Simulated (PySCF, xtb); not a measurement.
Dissociation curve of SMILES F[SiH2]F (H2F2Si), singlet. The Si1–F5 bond (Si1 also carries F, H, H; F5 carries nothing else) is stretched with both fragments frozen at the PBE0/def2-TZVP optimised geometry.

Levels: GFN1-xTB (xtb); RHF/3-21G = restricted Hartree-Fock/3-21G in PySCF; UHF/3-21G = unrestricted Hartree-Fock/3-21G in PySCF; UCCSD(T) = CCSD(T) on UHF/cc-pVDZ, 7 core orbitals frozen (PySCF).

Energies relative to the lowest point of each curve near equilibrium, in eV; the last columns give the difference from UCCSD(T):

| R / Å | GFN1-xTB | RHF/3-21G | UHF/3-21G | UCCSD(T) | GFN1-xTB − UCCSD(T) | RHF/3-21G − UCCSD(T) | UHF/3-21G − UCCSD(T) |
|---|---|---|---|---|---|---|---|
| 1.20 | 6.231 | 8.221 | 8.221 | 7.787 | -1.556 | 0.433 | 0.433 |
| 1.27 | 3.293 | 4.908 | 4.908 | 4.718 | -1.425 | 0.190 | 0.190 |
| 1.36 | 1.255 | 2.242 | 2.242 | 2.242 | -0.986 | 0.000 | 0.000 |
| 1.42 | 0.556 | 1.169 | 1.169 | 1.230 | -0.674 | -0.061 | -0.061 |
| 1.48 | 0.181 | 0.501 | 0.501 | 0.581 | -0.400 | -0.080 | -0.080 |
| 1.54 | 0.021 | 0.136 | 0.136 | 0.204 | -0.182 | -0.068 | -0.068 |
| 1.59 | 0.000 | 0.007 | 0.007 | 0.047 | -0.047 | -0.040 | -0.040 |
| 1.64 | 0.050 | 0.000 | 0.000 | 0.000 | 0.050 | 0.000 | 0.000 |
| 1.69 | 0.150 | 0.087 | 0.087 | 0.039 | 0.112 | 0.048 | 0.048 |
| 1.74 | 0.288 | 0.245 | 0.245 | 0.144 | 0.145 | 0.102 | 0.102 |
| 1.83 | 0.599 | 0.658 | 0.658 | 0.450 | 0.148 | 0.207 | 0.207 |
| 1.97 | 1.175 | 1.481 | 1.481 | 1.103 | 0.072 | 0.379 | 0.379 |
| 2.15 | 1.987 | 2.636 | 2.636 | 2.048 | -0.061 | 0.589 | 0.589 |
| 2.38 | 3.022 | 4.026 | 3.803 | 3.222 | -0.200 | 0.804 | 0.581 |
| 2.65 | 4.103 | 5.407 | 4.295 | 4.413 | -0.310 | 0.994 | -0.118 |
| 2.86 | 4.799 | 6.313 | 4.445 | 5.130 | -0.331 | 1.183 | -0.685 |
| 3.17 | 5.581 | 7.446 | 4.546 | 5.808 | -0.227 | 1.638 | -1.262 |
| 3.52 | 6.161 | 8.485 | 4.597 | 6.072 | 0.088 | 2.412 | -1.475 |
| 3.91 | — | 9.364 | 4.621 | 6.148 | — | 3.216 | -1.527 |
| 4.29 | — | 9.973 | 4.630 | 6.170 | — | 3.803 | -1.539 |
| 4.75 | — | 10.464 | 4.635 | 6.177 | — | 4.288 | -1.542 |
| 5.60 | — | 10.967 | 4.637 | 6.179 | — | 4.788 | -1.542 |

GFN1-xTB is furthest from UCCSD(T) at 1.20 (-1.556 eV, below); its mean absolute difference over the points is 0.390 eV.

RHF/3-21G is furthest from UCCSD(T) at 5.60 (4.788 eV, above); its mean absolute difference over the points is 1.151 eV.

UHF/3-21G is furthest from UCCSD(T) at 5.60 (-1.542 eV, below); its mean absolute difference over the points is 0.567 eV.

Dashes: no converged value, or the column stops at the first point that the program doubted or that broke a chosen test of continuity, which isn't proof of a fault.

The restricted form behind RHF/3-21G keeps the bonding electrons paired and can't separate into open-shell fragments. The unrestricted determinant behind UHF/3-21G, UCCSD(T) is spin-contaminated at 2.38 to 5.60 Å (<S²> up to 1.0, against 0.00 for a pure singlet).
